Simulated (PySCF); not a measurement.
Homolysis of single bonds, series SiF3-X. Gas-phase values, no solvent. One relaxed conformer stands for each flexible species; it need not be the lowest. Strings in code marks are SMILES.

These are r2SCAN-D4/def2-TZVP (PySCF) values and carry that method's errors. 

A: radical fragment (`[Si](Br)(F)F`)
B: whole molecule (`F[Si](F)(F)[GeH3]`)
C: radical fragment (`F[Si](F)F`)
D: radical fragment (`[BH2]`)
E: radical fragment (`[Si](F)(I)F`)
F: whole molecule (`F[Si](F)(F)[AlH2]`)

Question: Which member has the lowest dipole moment?

Answer: D (0.46 D); next is A (0.93 D).
